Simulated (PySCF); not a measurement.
# Radial density of K (potassium, neutral)

UHF, [Ar] 4s1, 2S determinant. Calculation: PySCF 2.14, in 6-31G* (5s4p3d, 32 functions); no relativity, point nucleus.

| r (bohr) | 4πr²ρ (e/bohr) | 4πr²(ρα − ρβ) |
| --- | --- | --- |
| 0.00151 | 0.1213 | 0.0000 |
| 0.00255 | 0.3349 | 0.0001 |
| 0.00429 | 0.8931 | 0.0001 |
| 0.00721 | 2.249 | 0.0003 |
| 0.0121 | 5.297 | 0.0008 |
| 0.0204 | 10.95 | 0.0016 |
| 0.0343 | 18.44 | 0.0025 |
| 0.0577 | 22.15 | 0.0020 |
| 0.0971 | 17.74 | -0.0005 |
| 0.163 | 16.94 | 0.0015 |
| 0.275 | 22.87 | 0.0071 |
| 0.462 | 12.33 | 0.0000 |
| 0.777 | 5.254 | 0.0180 |
| 1.31 | 6.257 | 0.0054 |
| 2.20 | 1.617 | 0.0400 |
| 3.70 | 0.2638 | 0.2091 |
| 6.22 | 0.1465 | 0.1464 |
| 10.5 | 0.01244 | 0.0124 |
| 17.6 | 2.975e-05 | 0.0000 |
